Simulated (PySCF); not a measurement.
# From computed data to an observable: chemical shift, span and skew from a shielding tensor

C₃H₅BO₃, SMILES C1=C(CO1)B(O)O. Atoms are numbered in the order given.

```xyz
12

O      2.0117    -0.5270    -0.9641
B      1.2001     0.3198    -0.2678
O      1.7688     1.5012     0.1057
C     -0.2687    -0.0408     0.0738
C     -1.3153     0.5092     0.7348
O     -2.2473    -0.4626     0.5719
C     -1.2291    -1.1894    -0.1694
H      1.5766    -1.3480    -1.2033
H      1.1636     2.0704     0.5856
H     -1.5584     1.4197     1.2923
H     -1.0079    -2.1473     0.3275
H     -1.5613    -1.3600    -1.2056
```
Charge 0, spin multiplicity 1.

The structure is a stationary point at PBE0-D3(BJ)/def2-SVP. This is a generated structure with no PubChem entry under its InChIKey; it may be hypothetical. The values are those of a single conformer.

GIAO shieldings from B3LYP/pcSseg-1 (PySCF), non-relativistic, no solvent. The symmetric part of the tensor of C7 has the principal values 65.2, 78.2, 142.2 ppm. The same nucleus in TMS has σ = 181.3 ppm at this level (PySCF, at its B3LYP-D3(BJ)/def2-TZVP geometry).

Problem. Work out the isotropic shielding, the ¹³C shift against TMS, the span and the skew.

Solution. 
σ(iso) = (σ11 + σ22 + σ33)/3 = 95.2 ppm. δ = σ(ref) − σ(iso) = 181.3 − (95.2) = 86.1 ppm.
Span Ω = σ33 − σ11 = 77.0 ppm. Skew κ = 3(σ(iso) − σ22)/Ω = 0.66. Tumbling in solution averages the tensor to δ; in a static solid the shielding alone would spread this spin-1/2 line over Ω.
